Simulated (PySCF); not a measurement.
Species: [In(OH)4]- (charge -1).
Geometry (PBE0-D3(BJ)/def2-SVP, Å), atoms numbered from 1 in this order:
```xyz
9
H4InO4 angstrom
In     0.0027    0.0061   -0.0049
O      0.0167    0.1098    2.0534
H     -0.7705    0.6155    2.2841
O      1.9792   -0.0998   -0.5801
H      2.4704    0.3051    0.1434
O     -1.0598    1.6449   -0.6646
H     -1.4810    1.3565   -1.4819
O     -0.9285   -1.6421   -0.8196
H     -0.2292   -2.2959   -0.9297
```

Level of theory: PBE0-D3(BJ)/def2-SVP geometry optimisation, gas phase, def2 core potentials past Kr in PySCF.

Take the most abundant isotopes and a rigid rotor. 

(1) What are A, B and C (cm⁻¹)?

(2) Classify the top.

(3) Is it planar, by Δ = Ic − Ia − Ib?

Results:

(1) Ia = 188.54, Ib = 189.76, Ic = 215.35 u·Å²; 505379 MHz·u·Å²/I gives 2680, 2663 and 2347 MHz, that is A = 0.08941, B = 0.08883, C = 0.07828 cm⁻¹.

(2) An oblate symmetric top, as the point group S4 requires two equal moments; the computed ones differ by 0.65 % because the geometry is symmetric only within the optimiser's tolerance; Ray's κ = 0.896.

(3) Not planar: Δ = Ic − Ia − Ib = -162.96 u·Å². For a rigid frame Δ = −2 Σ m c², so Σ m c² = 81.48 u·Å² lies off the ab plane: 5.64 from hydrogen and 75.84 from heavier atoms. The atom farthest from that plane is 1.20 Å away.

The point group S4 allows no dipole (computed: 0.03 D (about the centre of mass, as the species is charged)), so a rigid rotor has no electric-dipole lines.

Problem. Estimate the classical rotational partition function at 50 K, 200 K and 500 K.

Solution. Point group S4, symmetry number σ = 2; q = (√π/σ)·√((kT/h)³/(ABC)), k/h = 20836.6 MHz/K: 7280 at 50 K, 58200 at 200 K, 230000 at 500 K.

Whether it is a minimum is left open (no frequencies). Constants of a rigid frame at the computed geometry: no zero-point averaging, no centrifugal distortion.
